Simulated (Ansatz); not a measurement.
# Ligand exchange: GaH2Cl + SiH3(SH) → GaH2(SH) + SiH3Cl

Species: GaH2Cl `[Cl][GaH2]`, singlet; SiH3(SH) (sulfanylsilane), singlet; GaH2(SH), singlet; SiH3Cl (chlorosilane) `[SiH3]Cl`, singlet. The partners trade Cl for SH: Ga–Cl and Si–SH bonds give way to Ga–SH and Si–Cl.

Shapes, held fixed at every level: PBE0-D4/def2-TZVP. Programs: Ansatz 0.2.0. The zero-point and thermal change to 298 K, harmonic and unscaled (PBE0-D4/def2-TZVP), is +0.8 kJ/mol.

```
                level                    kind  ΔH(298 K) (kJ/mol)  less CCSD(T)/def2-TZVPP  CPU time (sum over the molecules)
     SPW92/def2-TZVPP                     LDA               -13.1                     -2.1                              7.6 s
 r2SCAN-D4/def2-TZVPP                meta-GGA               -11.0                      0.0                               22 s
  B3LYP-D4/def2-TZVPP           global hybrid               -10.5                     +0.5                               15 s
r2SCAN0-D4/def2-TZVPP           global hybrid               -10.0                     +1.0                               22 s
   wB97M-V/def2-TZVPP  range-separated hybrid               -10.3                     +0.7                               43 s
    B2PLYP/def2-TZVPP           double hybrid               -11.1                     -0.1                               17 s
     CCSD(T)/def2-SVP   coupled cluster or CI                -7.8                     +3.2                              5.8 s
   CCSD(T)/def2-TZVPP   coupled cluster or CI               -11.0                      0.0                               47 s
```

The highest level, CCSD(T)/def2-TZVPP, gives ΔH(298 K) = -11.0 kJ/mol; the levels span -13.1 to -7.8. The column of differences is taken from that level and isn't an error. No measured value is set beside it here. Relativity is left out for Ga. Outer-core shells of Ga are correlated in most correlated rows, in sets that cover them unevenly. Times are processor times on shared x86 and Arm servers, and rough.
